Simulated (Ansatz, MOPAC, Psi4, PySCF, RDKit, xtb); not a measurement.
Dimer: HCl (SMILES Cl) (first 2 atoms) with ClH3Si (SMILES [SiH3]Cl); geometry from B3LYP-D3(BJ)/def2-TZVP, rigid monomers moved along the line of their centres of mass till H2···Cl4 is 2.22 Å.
(charge 0, multiplicity 1):
```xyz
7

Cl     0.1814     0.4272    -0.0816
H     -0.0892    -0.4557     0.8177
Si     0.0664     0.6924     3.5827
Cl    -0.3848    -1.2169     2.8853
H     -0.0283     0.6530     5.0539
H     -0.9184     1.6274     3.0116
H      1.4347     1.0218     3.1471
```

```
level                                                                 interaction energy (kcal/mol)  minus MP2/CBS(aug-cc-pV(D+d)Z, aug-cc-pV(T+d)Z) + ΔCCSD(T)/aug-cc-pV(D+d)Z  cost
--------------------------------------------------------------------  -----------------------------  --------------------------------------------------------------------------  ----
UFF                                                                                           12.60                                                                       14.35     -
GFN-FF                                                                                        -4.17                                                                       -2.43     -
AM1                                                                                            0.02                                                                        1.77     -
PM3                                                                                           -2.13                                                                       -0.39     -
PM6                                                                                            1.15                                                                        2.89     -
PM7                                                                                           -0.52                                                                        1.23     -
GFN1-xTB                                                                                      -1.77                                                                       -0.02     -
GFN2-xTB                                                                                      -2.67                                                                       -0.92     -
HF/STO-3G (no counterpoise)                                                                   -1.67                                                                        0.08     -
HF/3-21G (no counterpoise)                                                                    -0.43                                                                        1.32     -
HF/6-31G*                                                                                      2.92                                                                        4.67     -
HF/6-31G* (no counterpoise)                                                                    2.38                                                                        4.13     -
HF/aug-cc-pV(D+d)Z                                                                             2.44                                                                        4.19     -
HF/aug-cc-pV(T+d)Z                                                                             2.47                                                                        4.22     -
PBE/def2-TZVPPD                                                                               -1.35                                                                        0.40    ×1
PBE-D3(BJ)/def2-TZVPPD                                                                        -2.82                                                                       -1.07    ×1
PBE-D4/def2-TZVPPD                                                                            -2.76                                                                       -1.01    ×1
r2SCAN-D3(BJ)/def2-TZVPPD                                                                     -2.39                                                                       -0.64    ×2
r2SCAN-D4/def2-TZVPPD                                                                         -2.29                                                                       -0.54    ×2
B3LYP/3-21G (no counterpoise)                                                                 -3.13                                                                       -1.39     -
B3LYP/6-31G*                                                                                   0.49                                                                        2.23     -
B3LYP/6-31G* (no counterpoise)                                                                -0.19                                                                        1.56     -
B3LYP/6-311+G** (no counterpoise)                                                             -0.06                                                                        1.68     -
B3LYP/def2-TZVPPD                                                                              0.21                                                                        1.95    ×1
B3LYP-D3(BJ)/def2-TZVPPD                                                                      -2.45                                                                       -0.71    ×1
B3LYP-D4/def2-TZVPPD                                                                          -2.07                                                                       -0.32    ×1
PBE0-D3(BJ)/def2-TZVPPD                                                                       -2.56                                                                       -0.82    ×1
PBE0-D4/def2-TZVPPD                                                                           -2.41                                                                       -0.67    ×1
M06-2X/6-31G* (no counterpoise)                                                               -2.24                                                                       -0.50     -
wB97X-V/def2-TZVPPD                                                                           -1.71                                                                        0.04    ×3
wB97M-V/def2-TZVPPD                                                                           -1.75                                                                       -0.01    ×3
MP2/6-31G*                                                                                     1.49                                                                        3.23     -
MP2/6-31G* (no counterpoise)                                                                  -0.48                                                                        1.27     -
MP2/aug-cc-pV(T+d)Z                                                                           -2.04                                                                       -0.30    ×3
MP2/CBS(aug-cc-pV(D+d)Z, aug-cc-pV(T+d)Z)                                                     -2.47                                                                       -0.73     -
SCS-MP2/aug-cc-pV(D+d)Z                                                                        0.00                                                                        1.75     -
SCS-MP2/aug-cc-pV(T+d)Z                                                                       -0.84                                                                        0.90     -
CCSD(T)/aug-cc-pV(D+d)Z                                                                       -0.33                                                                        1.42    ×5
MP2/CBS(aug-cc-pV(D+d)Z, aug-cc-pV(T+d)Z) + ΔCCSD(T)/aug-cc-pV(D+d)Z                          -1.75                                                                        0.00    ×7
SAPT0/jun-cc-pV(D+d)Z                                                                         -0.24                                                                        1.50     -
```

 The comparison column counts from a level with limits of its own.

The rows run from -4.17 (GFN-FF) to 12.60 kcal/mol (UFF). The dispersion term adds -1.47 in PBE-D3(BJ), -1.42 in PBE-D4, -2.66 in B3LYP-D3(BJ). The 4 functionals in def2-TZVPPD without D3 or D4 span 1.96, from wB97M-V to B3LYP.

Counterpoise-corrected where a basis set is named; no monomer relaxation. Rows marked so take none. RDKit's UFF carries no charges.

Cores are frozen in the correlated methods. CBS: X⁻³ extrapolation of the correlation energy, Hartree–Fock from the larger set. Rows in 3-21G, 6-311+G**, 6-31G*, STO-3G carry no dispersion term and start afresh at each structure (6-31G* with six Cartesian d functions). MP2/6-31G* freezes PySCF's default core. The state reached by AM1, PM3, PM6, PM7 isn't checked; PM7 holds dispersion and hydrogen-bond terms.

Codes used: Ansatz (a quantum-chemistry and plane-wave program) with Gaussian orbitals; MOPAC for AM1, PM3, PM6, PM7 (differences of heats of formation); Psi4 for SAPT; PySCF for 3-21G rows, 6-311+G** rows, 6-31G* rows, STO-3G rows, the dispersion terms; RDKit for the force fields; xtb for the GFN methods. Values without a source in brackets are computed.

Costs are rough ratios of core time to PBE/def2-TZVPPD (about 14 s over the structures, on one shared machine); a dash marks a level with no comparable run of its own.
